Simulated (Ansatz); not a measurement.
Born–Oppenheimer molecular dynamics of Cl₂FHSi (5 atoms, charge 0, multiplicity 1). It starts from a relaxed structure.

Level of theory: Ansatz, RKS PBE/def2-SVP.

```
ensemble                      : NVE (velocity Verlet)
time step                     : 0.5 fs
steps asked                   : 500
starting velocities drawn for : 400 K
seed                          : 541568
```

First frame:

```xyz
5
Properties=species:S:1:pos:R:3
Si 0.018 0.030 -0.001
H 0.005 0.009 1.486
Cl 1.947 0.004 -0.706
Cl -0.969 1.688 -0.707
F -0.745 -1.291 -0.560
```

(1) How far do the bonds stretch over the last three quarters of this one trajectory? (Pairs bonded in most of those frames.)

## Answers

(1) 
```
   bond  mean (Å)  spread (Å)  shortest  longest
 Si1–H2     1.490       0.019      1.46     1.52
Si1–Cl3     2.054       0.024      2.02     2.10
Si1–Cl4     2.058       0.022      2.01     2.10
 Si1–F5     1.628       0.035      1.57     1.68
```

Mean temperature of the second half: 195 K. The conserved energy stayed within 0.049 meV per atom of its start (net change 0.03 meV per atom), so the integration is sound. Over the second half the temperature averaged 0.49 of the 400 K drawn at the start: a run that starts near a minimum puts about half its kinetic energy into the potential. A run of 0.25 ps of so small a system gives no equilibrium averages.

Time of the run: 12 min on 1 thread of Arm Neoverse V2 (shared host), peak memory 0.12 GiB.
